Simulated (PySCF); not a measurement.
C2H7GeN, SMILES C[N](C)[GeH] (connectivity only; charge and spin as stated), neutral, multiplicity 1.

Geometry optimised at PBE0-D3(BJ)/def2-SVP. The structure was generated by enumeration; whether it is a known compound was not checked.

Two levels are set side by side: PBE/def2-TZVP (PySCF) and ωB97X/def2-TZVP (PySCF). Same geometry, gas phase. Differences are taken from unrounded values.

```
quantity                     ωB97X    PBE  PBE minus ωB97X
---------------------------  -----  -----  ---------------
orbital gap (eV)              9.08   2.99            -6.09
highest occupied level (eV)  -8.72  -5.35             3.37
lowest empty level (eV)       0.36  -2.36            -2.72
dipole moment (D)             1.49   1.81             0.33
mean polarisability (bohr³)   67.1   71.1              4.0
```

Without exact exchange PBE keeps part of each electron's self-repulsion, which lifts occupied levels and narrows the gap. PBE's more diffuse valence density responds more strongly to a field. Differences between two approximate levels are no errors against the true value.

Rough cost on one machine, each run with all the roots and properties that it gave: ωB97X against PBE within a factor of 2.
